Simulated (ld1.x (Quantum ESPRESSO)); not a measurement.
Before and after: ultrasoft potential for arsenic (As)

- Element: arsenic
- Generator: ld1.x (Quantum ESPRESSO) 7.5
- Type: ultrasoft
- Functional: revPBE
- Relativity: scalar-relativistic
- Frozen core: [Ar] 3d10
- Valence charge: 5
- Reference configuration: 4s2 4p2 (charge +1)
- Partial waves: 4s (bound): rcut 1.35, rcutus 1.55 bohr; 4s channel at 1.4 Ry: rcut 1.35, rcutus 1.55 bohr; 4p (bound): rcut 1.35, rcutus 1.65 bohr; 4p channel at -0.1 Ry: rcut 1.35, rcutus 1.65 bohr; 4d channel at 0.25 Ry: rcut 1.50, rcutus 1.75 bohr
- Local potential: all-electron potential smoothed inside 1.25 bohr (lloc = -1)
- Core correction: a·sin(br)/r model core inside 1.35 bohr
- Augmentation charge: PSQ, inside the norm-conserving radii

All-electron outer shells of the reference configuration (revPBE, scalar-relativistic, ld1.x):

| shell | level (eV) | outermost node (bohr) | outermost maximum (bohr) |
| --- | --- | --- | --- |
| 4s | -23.29 | 0.73 | 1.59 |
| 4p | -13.29 | 0.78 | 1.90 |

Change: local potential all-electron potential smoothed inside 1.88 bohr (lloc = -1).

Cutoffs: the cutoffs (Ry, on a coarse ladder) from which the occupation-weighted sum of valence levels, in a spherical-Bessel basis at the reference potential, stays within 10 and 1 mRy of its value at 400 Ry; they do not see the model core or the augmentation charge, which bear on the density cutoff. Errors are all-electron minus pseudo energies relative to the spin-unpolarised reference configuration.

Question: What does the change do?

Answer: The potential gets harder (15 Ry and 25 Ry → 15 Ry and 30 Ry); the errors of the 7 common tests hardly move; neither file shows a bound ghost.

```csv
quantity,base,changed
"cutoff, loose",15 Ry,15 Ry
"cutoff, tight",25 Ry,30 Ry
bound ghosts,none,none
"error for 4s2 4p3, meV [ΔE -9.10 eV]",-1.9,-1.9
"error for 4s2 4p1, meV [ΔE 17.86 eV]",-15,-16
"error for 4s2 4p0, meV [ΔE 45.45 eV]",-92,-93
"error for 4s1 4p4, meV [ΔE 0.29 eV]",-2.3,-2.3
"error for 4s2 4p2.5, meV [ΔE -5.57 eV]",-0.4,-0.4
"error for 4s0 4p5, meV [ΔE 9.89 eV]",-21,-21
"error for 4s1 4p3, meV [ΔE 10.08 eV]",-11,-11
lowest overlap eigenvalue by channel,"s 0.44, p 0.59, d 1.00","s 0.45, p 0.63, d 1.00"
```
